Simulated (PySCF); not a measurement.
Computed Raman spectrum (relative Raman activity) of a molecule C2H6ClNSi. Geometry optimised at PBE0-D3(BJ)/def2-SVP. The values are those of a single conformer. All values below come from PBE0-D3(BJ)/def2-SVP (PySCF). Frequencies are harmonic and unscaled.

```csv
ν (cm⁻¹),relative intensity
88,3.9
208,3.1
511,3.8
525,4.1
684,2.8
746,2.2
835,5.0
887,3.6
922,3.8
1003,2.2
1271,4.1
1413,9.5
1544,3.3
1692,12
2265,91
3142,40
3159,100
3245,42
3606,80
3706,51
```

Question: Which structure fits?
A. C/N=C\[SiH2]Cl
B. C=C[SiH](N)Cl
C. C/C=N/[SiH2]Cl
D. CN(C)[Si]Cl

Answer: B, C=C[SiH](N)Cl
